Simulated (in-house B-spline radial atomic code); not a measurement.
Successive ionisation energies of tungsten; each step leads to the configuration of the next row (after the last: bare). Dirac energy differences include first-order Breit, QED and recoil terms. NIST's values go from ground level to ground level; the uncertainty of those that are theory runs from under 0.1 % in few-electron ions to several per cent in heavy many-electron ones. Computed with a radial B-spline atomic code at the basis-set limit: Dirac-Hartree-Fock, jj configuration that fills j = l - 1/2 first, finite nuclei.

A number in brackets counts the electrons of a j subshell.

| ion | configuration | ionisation energy (eV) | tabulated value (eV) | tabulated kind | computed minus tabulated (eV) | highest orbital | largest mean radius (bohr) |
| --- | --- | --- | --- | --- | --- | --- | --- |
| W65+ | [He] 2s2 2p1/2(2) 2p3/2(3) | 15943.3 | 15896 | semi-empirical | 47 | 2p3/2 | 0.075308 |
| W66+ | [He] 2s2 2p1/2(2) 2p3/2(2) | ? | ? | semi-empirical | ? | ? | ? |
| W67+ | [He] 2s2 2p1/2(2) 2p3/2(1) | 16634.5 | 16588 | semi-empirical | 46 | 2p3/2 | 0.074683 |
| W68+ | [He] 2s2 2p1/2(2) | 18416.6 | 18476 | semi-empirical | -59 | 2p1/2 | 0.074372 |
| W69+ | [He] 2s2 2p1/2(1) | ? | ? | semi-empirical | ? | ? | ? |
| W70+ | [He] 2s2 | 19348.1 | 19362 | semi-empirical | -14 | 2s1/2 | 0.073669 |
| W71+ | [He] 2s1 | 19686.2 | 19686.74 | tabulated theory | -1 | 2s1/2 | 0.073352 |
| W72+ | 1s2 | 79177.0 | 79181.94 | tabulated theory | -5 | 1s1/2 | 0.018246 |
| W73+ | 1s1 | 80755.4 | 80755.91 | tabulated theory | 0 | 1s1/2 | 0.018138 |

(1) Fill in the row of W66+.

(2) Fill in the row of W69+.

(3) Where is the largest jump?

(4) How far is this level of theory from the measured and semi-empirical values?

Answers

(1) ionisation energy (eV): 16287.3; tabulated value (eV): 16252; computed minus tabulated (eV): 35; highest orbital: 2p3/2; largest mean radius (bohr): 0.074995.

(2) ionisation energy (eV): 18828.9; tabulated value (eV): 18872; computed minus tabulated (eV): -43; highest orbital: 2p1/2; largest mean radius (bohr): 0.07402.

(3) From W71+ to W72+, by a factor of 4.02 (19686 to 79177 eV); the highest orbital goes from 2s1/2 to 1s1/2.

(4) Over those 6 rows the differences run from -59.4 to +47.3 eV (mean absolute value 41 eV). The calculation leaves out correlation and, in open shells, the multiplet splittings that an average leaves out.
